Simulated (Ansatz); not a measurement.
Frontier orbitals of C2H10NO4Ta, SMILES `C[N](C)[Ta]([OH])([OH])([OH])[OH]`.

```
atom    x (Å)    y (Å)    z (Å)
  C1   0.9891  -1.1802   1.3759
  N2  -0.0658  -0.3857   0.7865
  C3  -1.2396  -0.2907   1.6257
 Ta4   0.0822   0.4773  -0.9730
  O5   1.1370  -0.8815  -1.8523
  O6  -0.9330   2.0730  -0.5774
  O7   1.6732   1.5825  -1.1637
  O8  -1.3933   0.0553  -2.1710
  H9   1.3294  -0.7394   2.3220
 H10   0.6384  -2.1996   1.5847
 H11   1.8434  -1.2512   0.7026
 H12  -1.9997   0.3366   1.1598
 H13  -0.9880   0.1509   2.5991
 H14  -1.6729  -1.2831   1.8067
 H15   1.9183  -0.7935  -2.3969
 H16  -1.6315   2.4896  -1.0808
 H17   1.5678   2.5171  -0.9729
 H18  -1.2549  -0.6774  -2.7751
```

The species carries charge 0 and has multiplicity 1. Correlated methods include outer-core shells of Ta, which these sets cover unevenly. Ta: def2 effective core potential. The structure was optimised at the PBE0-D4/def2-TZVP level. It is one conformer, not always the lowest. Basis def2-TZVPP, Ansatz 0.2.0.

```json
{"functional": "LDA (SPW92)", "HOMO (eV)": "-5.48", "LUMO (eV)": "-1.83"}
```

Task: Give HOMO and LUMO (eV) with PBE, revPBE, BLYP, r2SCAN, B97M-V, PBE0, B3LYP, r2SCANh, r2SCAN0, HSE06 (plane-wave form), BHLYP, CAM-B3LYP, LC-ωPBE, ωB97X-V, ωB97M-V, HF. (Best estimate.)

Result: Computed: 
```tsv
functional	HOMO	LUMO
PBE	-5.34	-1.60
revPBE	-5.28	-1.51
BLYP	-5.25	-1.51
r2SCAN	-5.60	-1.39
B97M-V	-5.73	-1.42
PBE0	-6.68	-0.70
B3LYP	-6.47	-0.96
r2SCANh	-6.10	-1.06
r2SCAN0	-6.86	-0.55
HSE06 (plane-wave form)	-6.27	-1.08
BHLYP	-7.95	0.33
CAM-B3LYP	-8.05	0.41
LC-ωPBE	-9.36	1.67
ωB97X-V	-9.04	1.54
ωB97M-V	-8.95	1.42
HF	-9.93	2.68
```

B3LYP here is the variant with VWN-RPA as its local correlation; programs differ in this. LC-ωPBE has ω = 0.4 bohr⁻¹. Positive LUMOs are unbound and depend on the basis.
